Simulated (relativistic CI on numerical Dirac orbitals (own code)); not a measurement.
# Line list: Forbidden lines, Tm XXX

Calculated at this level of theory: Dirac-Coulomb-Breit CI, KLI orbitals optimised for each configuration, QED by a radiative potential, unscaled Slater integrals (own radial code, finite nucleus).

CI space (outside the closed core [Ar] 3d10): 4s2 4p6 4d4, 4s2 4p5 4d5, 4s2 4p6 4d3 4f, 4s 4p6 4d5, 4s 4p6 4d4 4f, 4s2 4p6 4d3 5s, 4s2 4p6 4d3 5d, 4s2 4p6 4d3 6s, 4p6 4d6, 4p5 4d7, 4s2 4p6 4d2 5s2, 4s2 4p6 4d 4f 5s2, 4s 4p6 4d2 4f 5s2, 4s2 4p6 4d 5s2 5d, 4p6 4d5 5s, 4p5 4d6 5s. Double excitations out of closed p, d and f shells are left out; levels of such configurations are missing from the list, as are those of other unlisted configurations, and high levels can miss mixing partners.

| λ vac (nm) | Lower | Upper | Type | A (s⁻¹) | log gf |
| --- | --- | --- | --- | --- | --- |
| 68.536 | 4s2 4p6 4d4 5D_3 [5] | 4s2 4p6 4d4 3F_4 [17] | M1 | 4.97e+03 | -5.50 |
| 70.156 | 4s2 4p6 4d4 5D_3 [5] | 4s2 4p6 4d4 3F_2 [16] | M1 | 2.04e+04 | -5.12 |
| 77.378 | 4s2 4p6 4d4 5D_0 [6] | 4s2 4p6 4d4 3D_1 [20] | M1 | 1.85e+04 | -5.30 |
| 85.142 | 4s2 4p6 4d4 3F_2 [8] | 4s2 4p6 4d4 3D_1 [20] | M1 | 1.65e+04 | -5.27 |
| 87.811 | 4s2 4p6 4d4 5D_4 [7] | 4s2 4p6 4d4 3F_4 [19] | M1 | 1.36e+04 | -4.85 |
| 88.275 | 4s2 4p6 4d4 3F_4 [4] | 4s2 4p6 4d4 3F_3 [14] | M1 | 8.23e+03 | -5.17 |
| 90.418 | 4s2 4p6 4d4 5D_1 [2] | 4s2 4p6 4d4 3F_2 [8] | M1 | 1.76e+04 | -4.97 |
| 92.870 | 4s2 4p6 4d4 3G_3 [9] | 4s2 4p6 4d4 3F_4 [19] | M1 | 6.57e+03 | -5.12 |
| 93.772 | 4s2 4p6 4d4 3H_5 [10] | 4s2 4p6 4d4 1I_6 [23] | M1 | 8.56e+03 | -4.83 |
| 96.728 | 4s2 4p6 4d4 3F_2 [8] | 4s2 4p6 4d4 3F_3 [18] | M1 | 1.81e+04 | -4.75 |
| 98.886 | 4s2 4p6 4d4 5D_2 [3] | 4s2 4p6 4d4 3P_1 [11] | M1 | 1.65e+04 | -5.14 |
| 100.13 | 4s2 4p6 4d4 3G_3 [9] | 4s2 4p6 4d4 3F_3 [18] | M1 | 1.36e+04 | -4.84 |
| 101.20 | 4s2 4p6 4d4 5D_1 [2] | 4s2 4p6 4d4 5D_0 [6] | M1 | 3.84e+04 | -5.23 |
| 103.95 | 4s2 4p6 4d4 3H_6 [12] | 4s2 4p6 4d4 1I_6 [23] | M1 | 6.92e+03 | -4.84 |
| 111.25 | 4s2 4p6 4d4 3F_4 [4] | 4s2 4p6 4d4 3H_5 [10] | M1 | 6.26e+03 | -4.89 |
| 117.90 | 4s2 4p6 4d4 5D_4 [7] | 4s2 4p6 4d4 3F_4 [17] | M1 | 1.03e+04 | -4.71 |
| 124.56 | 4s2 4p6 4d4 5D_2 [3] | 4s2 4p6 4d4 3G_3 [9] | M1 | 5.35e+03 | -5.06 |
| 142.17 | 4s2 4p6 4d4 3P_0 [1] | 4s2 4p6 4d4 5D_1 [2] | M1 | 9.94e+03 | -5.04 |
| 144.67 | 4s2 4p6 4d4 3F_4 [4] | 4s2 4p6 4d4 5D_4 [7] | M1 | 9.23e+03 | -4.58 |
| 148.60 | 4s2 4p6 4d4 5D_3 [5] | 4s2 4p6 4d4 3G_3 [9] | M1 | 6.62e+03 | -4.81 |

Terms are leading LS components. Brackets give the number of a level in order of energy, since labels repeat. The list gives strong lines, with weight on those to low levels, among the lowest 200 of 2251 levels, so that lines to higher ones, which can be the strongest, are missing. Levels whose partners in the same complex of configurations lie outside the list can be far off, and so can their lines. Rates are taken at the computed energies, electric ones in the length gauge.

At this charge energies of transitions that change n are usually good to better than 1 %, and those within a shell (Δn = 0) to a few per cent. Terms inside the open d or f shell come out 10 to 20 % too wide with unscaled integrals.

LS names give the leading component of a level, which can be under half, so a name can repeat, a term be missing and a line seem to break the LS rules.
